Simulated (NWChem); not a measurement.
Species: CH6Zr; SMILES [CH3][ZrH3]

```xyz
8

Zr     0.0000     0.0000     0.2926
C      0.0000     0.0000    -1.8850
H     -0.0043     1.0335    -2.2797
H     -0.8929    -0.5205    -2.2797
H      0.8972    -0.5130    -2.2797
H     -1.5050     0.9329     0.8471
H     -0.0554    -1.7698     0.8471
H      1.5605     0.8369     0.8471
```
Atoms are numbered in this order, from 1.

This is a stationary point of PBE0/def2-SVP with def2 effective core potentials on Zr (NWChem), point group C3. def2 effective core potentials on Zr; no spin-orbit coupling.

### Question
Is it a minimum? If not, what does it relax to?

### Answer
No. It has an imaginary frequency of 130i cm⁻¹. Following that mode (on a finer grid) lowers the energy by 0.8 kcal/mol and ends, with real frequencies alone, at point group C3v:
```xyz
8

Zr     0.0000     0.0000     0.3544
C      0.0000     0.0000    -1.8151
H      0.7432     0.7219    -2.2043
H     -0.9968     0.2827    -2.2045
H      0.2536    -1.0046    -2.2045
H     -1.6972     0.4817     0.9266
H      0.4315    -1.7107     0.9266
H      1.2657     1.2290     0.9265
```
